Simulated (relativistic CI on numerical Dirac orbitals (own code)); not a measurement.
What each ingredient does to the levels of Ho XLVIII

Base calculation: Dirac-Coulomb-Breit CI, KLI orbitals optimised for each configuration, QED by a radiative potential, unscaled Slater integrals.

CI space (outside the closed core [Ne]): 3s2 3p6 3d2, 3s2 3p5 3d3, 3s 3p6 3d3, 3s2 3p6 3d 4s, 3s2 3p6 3d 4p, 3s2 3p6 3d 4d, 3s2 3p5 3d2 4s, 3s2 3p6 3d 4f, 3s2 3p5 3d2 4p, 3s2 3p5 3d2 4d, 3p6 3d4, 3p5 3d5, 3p5 3d4 4s, 3p6 3d3 4s, 3p5 3d3 4s2. Double excitations out of closed p, d and f shells are left out; levels of such configurations are missing from the list, as are those of other unlisted configurations, and high levels can miss mixing partners. These lack a partner that the ground configuration has and come out too high: 3s2 3p5 3d2 4p, 3s2 3p5 3d2 4d.

Variants: (1) P86 correlation estimate; (2) only the first configuration; (3) one mean potential for all configurations. Shifts of the energy above 3s2 3p6 3d2 3F_2, in cm⁻¹, for the lowest level and the first level of each name with at least 55 % of one term (blank where a level changes its place among those of its configuration and J or its character, or is not in the variant):

```tsv
Level	Base	Δ(1)	Δ(2)	Δ(3)
3s2 3p6 3d2 3F_2	0	0	0	0
3s2 3p6 3d2 3P_0	165482	+2	+2657	-23
3s2 3p6 3d2 3F_3	355729	0	-583	+86
3s2 3p6 3d2 1G_4	453735	0	-78	+79
3s2 3p6 3d2 3P_1	465420	+3	+3340	+62
3s2 3p6 3d2 3F_4	774338	0	-204	+160
3s2 3p6 3d2 1S_0	1015503	+2	+1581	+120
3s2 3p5 3d3 5D°_0	1977451	+3307		-560
3s2 3p5 3d3 3P°_1	2709527	+3307		-591
3s2 3p5 3d3 3I°_7	2711602	+3307		-596
```

At this charge energies of transitions that change n are usually good to better than 1 %, and those within a shell (Δn = 0) to a few per cent.

Ionisation energy from the two ground configurations alone: base 4009.76 eV; P86 correlation estimate 4011.6 eV. The NIST ASD value (theoretical) is 4009 eV.

LS names give the leading component of a level, which can be under half, so a name can repeat, a term be missing and a line seem to break the LS rules.
